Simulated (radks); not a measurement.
Values are calculated unless marked as measured or tabulated.
The caesium ion Cs8+ is in [Kr] 4d10 5s1. Level of theory: scalar-relativistic Kohn-Sham, LDA (Slater exchange, Perdew-Wang correlation), spin-polarised, spherical densities, finite nucleus; Fermi nuclear charge, rms radius of each element as measured or else 0.836 A^(1/3) + 0.57 fm (a radial shooting solver on a logarithmic mesh with Libxc functionals). Open shells are filled with parallel spins first. One electron is removed from 4s, 4p, 4d, 5s in turn, with full relaxation. Which removal costs least, and what does each cost?

Answer. 5s 127.27 eV; 4d 192.09 eV; 4p 280.19 eV; 4s 340.32 eV. The 5s electron leaves first.
